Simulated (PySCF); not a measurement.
Gas-phase reaction: SnBr4 + 4 F2 ⇌ SnF4 + 4 BrF

Energies from PySCF, thermal terms from the rigid-rotor harmonic-oscillator model, ideal gas at 1 bar. † marks an energy on the PBE0/def2-TZVP geometry and frequencies; other levels use their own. MP2 and CCSD(T) freeze the core. All species are closed-shell singlets. B3LYP is the form with VWN-RPA correlation. Sn: scalar-relativistic def2 core potential, no spin-orbit coupling. Br: all electrons, no relativistic terms. MP2 isn't extrapolated to the basis-set limit; its ΔH°(298 K) is -895.1 kJ in def2-SVP and -996.4 kJ in def2-TZVPP. CCSD(T) isn't extrapolated to the basis-set limit. The harmonic model lacks anharmonicity and excited electronic states, which grow with temperature; levels with a mode under 35 cm⁻¹ are left out. Soft modes under 120 cm⁻¹ make the harmonic entropy rough for SnBr4.

```
level               ΔE electronic, kJ  ΔH°(298 K), kJ  ΔS°(298 K), J/K  ΔG°(1800 K), kJ
------------------  -----------------  --------------  ---------------  ---------------
B3LYP/def2-TZVP†                 -991            -993               17            -1023
CCSD(T)/def2-SVP†                -832            -834               17             -864
HF/def2-TZVP†                   -1063           -1065               17            -1095
MP2/def2-SVP†                    -893            -895               17             -925
PBE/def2-SVP                     -814            -815               18             -847
PBE0/def2-QZVP†                  -979            -981               17            -1010
PBE0/def2-SVP†                   -823            -824               17             -854
PBE0/def2-TZVP                   -943            -945               17             -974
LDA/def2-TZVP†                   -947            -949               17             -978
ωB97X-V/def2-TZVP†               -974            -976               17            -1006
```
ΔH° is lowest at HF/def2-TZVP† and highest at PBE/def2-SVP. No reference value is set beside these.
